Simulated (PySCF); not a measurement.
Mapped SMILES: `[CH3:1][N:2]([CH3:3])[C:4]([CH3:5])([CH3:6])[CH3:7]`; H(Xn) means a hydrogen on atom n.

Geometry: PBE0-D3(BJ)/def2-SVP; GIAO absolute shieldings from PySCF, gas phase, non-relativistic, averaged over equivalent atoms.

At HF/pcSseg-1 (194 basis functions, 15 s wall time on 1 thread of an Arm Neoverse V1, shared host):
```csv
atoms,σ (ppm)
C4,147.5
C1/C3,155.8
C5/C6/C7,165.0
N2,238.8
H(C1)/H(C3),29.70
H(C5)/H(C6)/H(C7),30.74
```

Question: What do these become at B97-2/pcSseg-1?

Answer: 
```json
{"atoms": "C4", "σ at B97-2/pcSseg-1": "131.7", "change": "-15.8"}
{"atoms": "C1/C3", "σ at B97-2/pcSseg-1": "145.5", "change": "-10.3"}
{"atoms": "C5/C6/C7", "σ at B97-2/pcSseg-1": "157.3", "change": "-7.7"}
{"atoms": "N2", "σ at B97-2/pcSseg-1": "215.4", "change": "-23.4"}
{"atoms": "H(C1)/H(C3)", "σ at B97-2/pcSseg-1": "29.19", "change": "-0.51"}
{"atoms": "H(C5)/H(C6)/H(C7)", "σ at B97-2/pcSseg-1": "30.34", "change": "-0.40"}
```

The largest change is at N2 (amine nitrogen). Cost: 194 basis functions, 28 s wall time on 1 thread of an x86-64 server CPU, shared host. The order of the carbon signals is the same at both levels.

The carbons averaged at δ 25.8 differ by 14 ppm in this conformer.
